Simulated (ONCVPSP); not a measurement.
**Varying the ONCV potential for rubidium (Rb)**

Base potential:

```
Element                 : Rb (Z = 37)
Generator               : ONCVPSP 4.0.1
Type                    : optimised norm-conserving Vanderbilt (ONCV)
Functional              : PBEsol
Relativity              : scalar-relativistic
Frozen core             : [Ar] 3d10
Valence charge          : 9
Reference configuration : 4s2 4p6 5s0.5 (charge +0.5)
Partial waves           : 4s+5s: rc 2.20 bohr, ncon 5, nbas 9, qcut 5 1/bohr, 2 projectors; 4p: rc 1.90 bohr, ncon 4, nbas 8, qcut 6.7 1/bohr, 2 projectors, debl 2.2 Ha; d scattering state at 0.26 Ha: rc 2.25 bohr, ncon 4, nbas 7, qcut 3.7 1/bohr, 1 projector
Local potential         : polynomial inside 1.60 bohr (lpopt 5, dvloc0 -1 Ha)
Core correction         : Teter function, fcfact 3.5, rcfact 1.45
```

In the d channel the program set the typed energies aside and used 0.050 Ha.

All-electron outer shells of the reference configuration (PBEsol, scalar-relativistic, ld1.x):

```
shell  level (eV)  outermost node (bohr)  outermost maximum (bohr)
   4s      -34.56                   0.62                      1.25
   4p      -18.62                   0.64                      1.42
   5s       -4.04                   1.78                      4.06
```

Cutoffs, loose and tight: the cutoffs (Ha) at which the residual kinetic energy of the hardest occupied pseudo-wave falls to 1 and 0.1 mHa per electron. They do not see the model core or the augmentation charge, which bear on the density cutoff. Test errors are all-electron minus pseudo excitation energies from the reference, over the configurations 4s2 4p6 5s1; 4s2 4p6 5s0; 4s2 4p6 5s0 5p1; 4s2 4p6 4d1 5s0. A dash means not determined; rows that change the core or the reference have their own tests.

| change | outcome | cutoff, loose | cutoff, tight | bound ghosts | GHOST(+) flags above zero | largest test error (meV) |
| --- | --- | --- | --- | --- | --- | --- |
| base | generated, projector energies reset by the program | 13 Ha | 18 Ha | none | s | -0.7 |
| s: qcut 4 | generated, projector energies reset by the program | 13 Ha | 41 Ha | none | none | -0.8 |
| s: qcut 4.4 | generated, projector energies reset by the program | 13 Ha | 36 Ha | none | s | -0.8 |
| s: qcut 5.3 | generated, projector energies reset by the program | 13 Ha | 18 Ha | none | s | -0.7 |
| s: qcut 6 | generated, projector energies reset by the program | 13 Ha | 18 Ha | none | none | -0.7 |
| s: qcut 7.4 | generated, projector energies reset by the program | 16 Ha | 19 Ha | none | s | -0.6 |

Q: What comes out with this change to the base: s: qcut 3.3?

A: outcome: generated, projector energies reset by the program; cutoff, loose: 24 Ha; cutoff, tight: 45 Ha; bound ghosts: none; GHOST(+) flags above zero: s; largest test error (meV): -0.9.

Q: What comes out with this change to the base: s: qcut 6.8?

A: outcome: generated, projector energies reset by the program; cutoff, loose: 14 Ha; cutoff, tight: 18 Ha; bound ghosts: none; GHOST(+) flags above zero: s; largest test error (meV): -0.6.

Reading the sweep of the qcut of the s channel (base included, trends over the rows without a ghost): The loose cutoff is not monotonic: lowest 13 Ha at 4 1/bohr, highest 24 Ha at 3.3 1/bohr. The median size of the test errors (rows with all tests solved) stays near 0.1 meV.
